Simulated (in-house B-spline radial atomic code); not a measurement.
RPA and G0W0 for Yb II (Yb+), [Xe] 4f14 6s1, highest spin, as one setting changes: the share of exact exchange in the PBE hybrid start. A dash marks a level of low quasi-particle weight. Computed with an all-electron radial atomic-structure program (B-spline basis): all electrons, scalar-relativistic (spin-free one-electron X2C), finite nucleus, each spin shell either full or empty, empty states to l = 9 with an (l + 1/2)⁻⁴ tail; G0W0 by contour deformation at full frequency.

Without the two-electron picture change, the correlation of inner shells comes somewhat too large for so heavy an element.

RPA overbinds a lone outer s electron by self-correlation, and G0W0 tends to as well.

```json
{"share of exact exchange in the PBE hybrid start": "0", "mean-field level (eV)": "-9.610", "G0W0 level (eV)": "6s up -12.662", "RPA correlation (Eh)": "-6.5194"}
{"share of exact exchange in the PBE hybrid start": "0.1", "mean-field level (eV)": "-9.817", "G0W0 level (eV)": "6s up -12.605", "RPA correlation (Eh)": "-6.4499"}
{"share of exact exchange in the PBE hybrid start": "0.2", "mean-field level (eV)": "-10.026", "G0W0 level (eV)": "6s up -12.573", "RPA correlation (Eh)": "-6.3851"}
{"share of exact exchange in the PBE hybrid start": "0.3", "mean-field level (eV)": "-10.234", "G0W0 level (eV)": "6s up -12.529", "RPA correlation (Eh)": "-6.3237"}
{"share of exact exchange in the PBE hybrid start": "0.4", "mean-field level (eV)": "?", "G0W0 level (eV)": "?", "RPA correlation (Eh)": "?"}
{"share of exact exchange in the PBE hybrid start": "0.5", "mean-field level (eV)": "-10.652", "G0W0 level (eV)": "6s up -12.439", "RPA correlation (Eh)": "-6.2088"}
{"share of exact exchange in the PBE hybrid start": "0.6", "mean-field level (eV)": "?", "G0W0 level (eV)": "?", "RPA correlation (Eh)": "?"}
{"share of exact exchange in the PBE hybrid start": "0.7", "mean-field level (eV)": "-11.069", "G0W0 level (eV)": "6s up -12.352", "RPA correlation (Eh)": "-6.1024"}
{"share of exact exchange in the PBE hybrid start": "0.8", "mean-field level (eV)": "-11.277", "G0W0 level (eV)": "6s up -12.309", "RPA correlation (Eh)": "-6.0519"}
{"share of exact exchange in the PBE hybrid start": "0.9", "mean-field level (eV)": "-11.483", "G0W0 level (eV)": "6s up -12.268", "RPA correlation (Eh)": "-6.0029"}
{"share of exact exchange in the PBE hybrid start": "1", "mean-field level (eV)": "-11.689", "G0W0 level (eV)": "6s up -12.228", "RPA correlation (Eh)": "-5.9555"}
```

Task: What belongs in the row for 0.4?

Result: mean-field level (eV): -10.443; G0W0 level (eV): 6s up -12.484; RPA correlation (Eh): -6.2651.

Task: What belongs in the row for 0.6?

Result: mean-field level (eV): -10.861; G0W0 level (eV): 6s up -12.395; RPA correlation (Eh): -6.1547.
